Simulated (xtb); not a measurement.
Species: CHN, SMILES `[C-]#[NH+]` (charge 0, multiplicity 1).

Problem. Give a relaxed geometry from xtb with GFN2-xTB.

Solution. the end point of this relaxation (outside a Z-matrix the atoms follow the SMILES, hydrogens last).
Cartesian coordinates (Å) in one orientation:
```xyz
3

C      1.101     0.091     0.000
N     -0.054    -0.004     0.000
H     -1.048    -0.086     0.000
```
